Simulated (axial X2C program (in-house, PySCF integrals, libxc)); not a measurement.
# Outer orbitals of TiP at 2.156 Å, PBE0

Computed with an axial X2C code built on PySCF integrals. Spin-free means the one-electron spin-free X2C Hamiltonian; two-component (2c) means X2C with spin–orbit coupling and atomic mean-field two-electron Coulomb and Gaunt terms, so the difference of the two also holds small scalar two-electron terms. Basis: Ti dyall-cv3z [10s10p6d4f2g], P dyall-v3z [8s7p2d1f] (cores contracted in-house); Gaussian nuclei, density fitting, unrestricted open shells. Masses: Ti 47.948 u, P 30.974 u.

The distance is close to the 2c PBE0 minimum; the highest filled and lowest empty levels are listed.

Spin-free orbitals, state M_S = 1/2, Λ = 2 (beyond evenly filled blocks: δ+α) (Löwdin shares):

```
symmetry  occupied  ε (eV)              atomic character
      σβ       yes  -14.12   64% P s, 12% Ti p, 11% Ti d
      σα       yes  -13.08   62% P s, 12% Ti p, 12% Ti d
      σβ       yes   -5.76   67% P p, 14% Ti d, 12% Ti s
      σα       yes   -5.56   50% P p, 23% Ti s, 14% Ti d
     π+α       yes   -5.49    64% Ti d, 29% P p, 3% Ti p
     π-β       yes   -5.48    63% P p, 22% Ti d, 8% Ti p
     π+β       yes   -5.48    63% P p, 22% Ti d, 8% Ti p
     π-α       yes   -5.36    60% Ti d, 33% P p, 4% Ti p
     δ+α       yes   -5.23                     100% Ti d
      σα        no   -2.82  48% Ti s, 26% Ti d, 14% Ti p
      σβ        no   -2.26  63% Ti s, 18% Ti p, 13% Ti d
     π+α        no   -1.83   47% Ti p, 26% Ti d, 25% P p
     π-α        no   -1.73   46% Ti p, 29% Ti d, 22% P p
```

Spinors with spin–orbit coupling (state Ω = 3/2):

```
   ω  occupied  ε (eV)              atomic character    λ mixture
 1/2       yes  -14.11   64% P s, 12% Ti p, 11% Ti d       100% σ
-1/2       yes  -13.08   62% P s, 12% Ti p, 12% Ti d       100% σ
 1/2       yes   -5.75   67% P p, 14% Ti d, 12% Ti s       100% σ
-1/2       yes   -5.56   51% P p, 22% Ti s, 14% Ti d  96% σ, 4% π
 1/2       yes   -5.49    64% Ti d, 30% P p, 3% Ti p       100% π
-1/2       yes   -5.49    62% P p, 22% Ti d, 8% Ti p  96% π, 4% σ
 3/2       yes   -5.46    63% P p, 23% Ti d, 8% Ti p       100% π
-3/2       yes   -5.35    60% Ti d, 32% P p, 4% Ti p       100% π
 3/2       yes   -5.24                      99% Ti d       100% δ
-1/2        no   -2.82  48% Ti s, 26% Ti d, 14% Ti p       100% σ
 1/2        no   -2.26  63% Ti s, 18% Ti p, 13% Ti d       100% σ
 1/2        no   -1.83   46% Ti p, 26% Ti d, 24% P p       100% π
-3/2        no   -1.72   46% Ti p, 28% Ti d, 22% P p       100% π
```

Mulliken charges and populations of the two-component result (they depend on the basis, above all on diffuse functions):

Ti 0.32 e (s 6.49 p 12.27 d 2.89 f 0.03), P -0.32 e (s 5.83 p 9.44 d 0.05 f 0.01). ⟨Lz⟩ = 2.00 ħ and ⟨Sz⟩ = -0.50 ħ (-1.02 and 0.52 on the two atoms), which add up to Ω.

Density functionals use the spin component along the axis (collinear). The functionals have no current-density term, which raises determinants with orbital currents, atoms included. The state is one determinant with fixed occupations, lowest in a PBE0 search at one distance only: followed along the bond, the spin-free determinant M_S = 1/2, Λ = 0 reaches 0.10 eV lower at PBE0, at Re = 2.032 Å, so the state shown is not the lowest. The determinant is spin-polarised beyond a pure state at some levels (its spin-free form has ⟨S²⟩ too high), which makes Re and μ there less reliable.
